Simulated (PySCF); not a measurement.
# Potential energy of BiF along the bond

Set-up: Bi cc-pVTZ-PP with ECP60, F cc-pVTZ; scalar-relativistic core potentials (PySCF 2.14). Energies in eV from Bi + F in their ground configurations at the same level. All curves are PBE0. state 1: ³Σ⁻ (triplet), unpaired electrons π ↑↑; state 2: Ms = 0 determinant of mixed spin (⟨S²⟩ near 1.0), unpaired electrons π ↑↓, a mixture of terms (⟨Lz²⟩ = 2.0), a second solution, started from another occupation; state 3: singlet, one real π or δ orbital doubly filled, a mixture of terms (⟨Lz²⟩ = 2.0), a second solution, started from another occupation; state 4: quintet, unpaired electrons σ ↑↑, π ↑↑, a second solution, started from another occupation.

| R (Å) | state 1 | state 2 | state 3 | state 4 |
| --- | --- | --- | --- | --- |
| 1.754 | -2.467 | -2.154 | -1.270 | 5.2565 |
| 1.835 | -3.204 | -2.890 | -2.004 | 4.1541 |
| 1.917 | -3.595 | -3.280 | -2.392 | 3.3281 |
| 1.978 | -3.728 | -3.412 | -2.522 | 2.8375 |
| 2.039 | -3.761 | -3.444 | -2.552 | 2.4275 |
| 2.100 | -3.719 | -3.401 | -2.507 | 2.0813 |
| 2.182 | -3.582 | -3.262 | -2.365 | 1.6979 |
| 2.284 | -3.325 | -3.002 | -2.101 | 1.3146 |
| 2.406 | -2.951 | -2.623 | -1.718 | 0.9624 |
| 2.569 | -2.419 | -2.081 | -1.170 | 0.6271 |

**Question.** Put a parabola through the three lowest points of the state 1 curve and estimate Re, k and ωe (reduced mass 17.42 u; 1 eV/Å² = 0.16022 mdyn/Å; ωe = 1302.8·√(k/μ) cm⁻¹).

**Answer.** Through R = 1.978, 2.039, 2.1 Å the second-order coefficient is 10.1 eV/Å², so Re ≈ 2.035 Å, k ≈ 3.23 mdyn/Å and ωe ≈ 561 cm⁻¹. A polynomial fit of higher order to the unrounded PBE0 energies gives Re = 2.033 Å, k = 3.26 mdyn/Å, ωe = 564 cm⁻¹; anharmonicity and rounding make the difference.

The higher-order fit for each curve: state 1: Re = 2.033 Å, ωe = 564 cm⁻¹, De = 3.76 eV; state 2: Re = 2.032 Å, ωe = 566 cm⁻¹, minimum 3.44 eV below the ground-state fragments; state 3: Re = 2.030 Å, ωe = 568 cm⁻¹, minimum 2.55 eV below the ground-state fragments. State 4 gave no clean fit.

These are scalar-relativistic numbers at best; spin–orbit coupling would shift them, the dissociation energy most. The state is the lowest determinant that a PBE0 search found; another state may lie lower at other levels.
